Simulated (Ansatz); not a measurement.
Computed with Ansatz (a program for electronic structure) with frozen-core CCSD(T)/cc-pVTZ // B3LYP-D3(BJ)/def2-TZVP.

Ansatz 0.2 input:
```yaml
crystal:
  periodic: [false, false, false]
  atoms:
    - { symbol: C, position_ang: [-0.833634, 0.014618, 0.019914] }
    - { symbol: Si, position_ang: [0.978678, 0.010098, 0.028217] }
    - { symbol: H, position_ang: [-1.241127, 1.02722, 0.002329] }
    - { symbol: H, position_ang: [-1.14703, -0.478344, -0.916041] }
    - { symbol: H, position_ang: [-1.248965, -0.567394, 0.844829] }
    - { symbol: H, position_ang: [1.740595, -1.1107, 0.595562] }
    - { symbol: H, position_ang: [1.751483, 1.104501, -0.574812] }
basis:
  gaussian: { orbitals: cc-pVTZ }
correlation:
  method: ccsd_t
total_charge: 1
```

Output:

```
Functional definition: HF
742 factors; integrals over basis functions are off by at most 1.2e-3 eV
mean field evaluation 1: about -8960.9093 eV, gradient 3.9e1 eV
mean field evaluation 2: about -8960.9119 eV, gradient 3.9e1 eV
mean field evaluation 4: about -8964.6782 eV, gradient 2.2e0 eV
mean field evaluation 8: about -8964.7034 eV, gradient 8.5e-2 eV
mean field evaluation 16: about -8964.6991 eV, gradient 3.0e-1 eV
mean field -8964.70341453 eV, -329.4467739898 hartree, gradient 3.5e-6 eV, S^2 0.000000; 0 other end points of the search recorded, 0 dependent functions left out
6 core orbitals not correlated
reference -8964.70341453 eV, -329.4467739898 hartree; 6, 6 occupied and 122, 122 virtual orbitals, 742 factors
second order -7.58328736 eV of doubles, -0.00000000 eV of singles
cycle   1  -8.21266211 eV  change   -6.3e-1 eV  update   6.1e-2
cycle   2  -8.47001062 eV  change   -2.6e-1 eV  update   1.9e-2
cycle   3  -8.49591642 eV  change   -2.6e-2 eV  update   6.5e-3
cycle   4  -8.49347370 eV  change    2.4e-3 eV  update   1.9e-3
cycle   5  -8.49313909 eV  change    3.3e-4 eV  update   7.5e-4
cycle   6  -8.49302150 eV  change    1.2e-4 eV  update   2.4e-4
cycle   7  -8.49299229 eV  change    2.9e-5 eV  update   6.8e-5
cycle   8  -8.49300263 eV  change   -1.0e-5 eV  update   2.4e-5
cycle   9  -8.49299837 eV  change    4.3e-6 eV  update   6.7e-6
perturbative correction -0.27519872 eV, -0.0101133663 hartree
Total energy: -8973.47161162 eV, -329.7689992896 hartree
```

Cost: about 4 core-seconds (a rough figure).
